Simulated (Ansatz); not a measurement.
Cost and result up the ladder for (LiF)4 cube (Li₄F₄) (8 atoms). The state is a singlet with charge 0. Geometry: r2SCAN-D4/def2-SVP.

Cartesian coordinates in Å:
```
Li 0.263 1.424 -0.353
F -0.209 0.941 1.330
Li 0.948 -0.431 1.067
F 1.543 0.154 -0.543
Li 0.189 -0.854 -1.207
F -1.044 0.475 -1.176
Li -1.400 -0.139 0.493
F -0.290 -1.570 0.389
```

Ansatz on 4 threads of Arm Neoverse V1 on a shared host. Times are rough, and most runs start from the orbitals of an earlier one. ωB97X-V/def2-TZVP serves as the yardstick here, not as an exact answer. Differences are given only for rows in sets of like size (and for xTB, whose basis is part of the method), since another set adds its own error. Binding counts from free atoms at the same level (Li doublet, F doublet; other spins of the atoms weren't run), without zero-point energy or a counterpoise term.

B3LYP takes the VWN-RPA correlation. Correlated methods freeze 4 core orbitals; core or outer-core shells of Li are correlated, in sets that lack core-valence functions.

Correlated methods converge slowly with the basis.

```json
{"level": "LDA (SPW92)/def2-TZVP", "functions": "180", "wall time": "0.95 s", "binding energy per atom (eV)": "4.35", "difference from ωB97X-V/def2-TZVP (eV)": "0.49"}
{"level": "B3LYP-D4/6-31G", "functions": "72", "wall time": "1.1 s", "binding energy per atom (eV)": "3.93", "difference from ωB97X-V/def2-TZVP (eV)": "–"}
{"level": "PBE0-D4/def2-SVP", "functions": "92", "wall time": "1.2 s", "binding energy per atom (eV)": "3.93", "difference from ωB97X-V/def2-TZVP (eV)": "–"}
{"level": "PBE-D4/def2-TZVP", "functions": "180", "wall time": "1.5 s", "binding energy per atom (eV)": "3.89", "difference from ωB97X-V/def2-TZVP (eV)": "0.03"}
{"level": "MP2/def2-TZVP", "functions": "180", "wall time": "1.6 s", "binding energy per atom (eV)": "3.91", "difference from ωB97X-V/def2-TZVP (eV)": "0.05"}
{"level": "PBE0-D4/def2-TZVP", "functions": "180", "wall time": "2.1 s", "binding energy per atom (eV)": "3.77", "difference from ωB97X-V/def2-TZVP (eV)": "-0.09"}
{"level": "CAM-B3LYP-D4/def2-TZVP", "functions": "180", "wall time": "2.4 s", "binding energy per atom (eV)": "3.95", "difference from ωB97X-V/def2-TZVP (eV)": "0.09"}
{"level": "r2SCAN-D4/def2-TZVP (with forces)", "functions": "180", "wall time": "3.6 s", "binding energy per atom (eV)": "3.86", "difference from ωB97X-V/def2-TZVP (eV)": "0.00"}
{"level": "PBE0-D4/def2-TZVPD", "functions": "228", "wall time": "3.6 s", "binding energy per atom (eV)": "3.79", "difference from ωB97X-V/def2-TZVP (eV)": "-0.07"}
{"level": "B2PLYP/def2-TZVP", "functions": "180", "wall time": "4.1 s", "binding energy per atom (eV)": "3.86", "difference from ωB97X-V/def2-TZVP (eV)": "0.00"}
{"level": "PBE-QIDH/def2-TZVP", "functions": "180", "wall time": "4.2 s", "binding energy per atom (eV)": "3.77", "difference from ωB97X-V/def2-TZVP (eV)": "-0.09"}
{"level": "RPA@PBE/def2-TZVP", "functions": "180", "wall time": "4.3 s", "binding energy per atom (eV)": "3.47", "difference from ωB97X-V/def2-TZVP (eV)": "-0.39"}
{"level": "ωB97X-V/def2-TZVP", "functions": "180", "wall time": "6.5 s", "binding energy per atom (eV)": "3.86", "difference from ωB97X-V/def2-TZVP (eV)": "0.00"}
{"level": "CCSD(T)/def2-TZVPP", "functions": "200", "wall time": "2.5 min", "binding energy per atom (eV)": "3.81", "difference from ωB97X-V/def2-TZVP (eV)": "-0.05"}
```
